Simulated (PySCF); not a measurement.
Vertical excitations of a molecule C2H6ClFSi2 from TDDFT-PBE/def2-SVPD run with PySCF, as energy in eV (oscillator strength): 4.95 (0.006), 5.47 (0.004), 5.73 (0.087), 5.97 (0.028), 6.09 (0.002), 6.16 (0.077), 6.36 (0.015), 6.49 (0.005), 6.57 (0.010), 6.70 (0.010). Lowest triplet (TDA): 4.44 eV. The structure is a stationary point at B3LYP-D3(BJ)/def2-SVP. The values are those of a single conformer.

Problem. Which structure fits?
(A) F[SiH2][SiH2]/C=C/Cl
(B) C=C([SiH3])[Si@H](F)Cl
(C) F[C@H]1C[SiH2][Si@H]1Cl
(D) F/C=C(/Cl)[SiH2][SiH3]

Solution. C, F[C@H]1C[SiH2][Si@H]1Cl
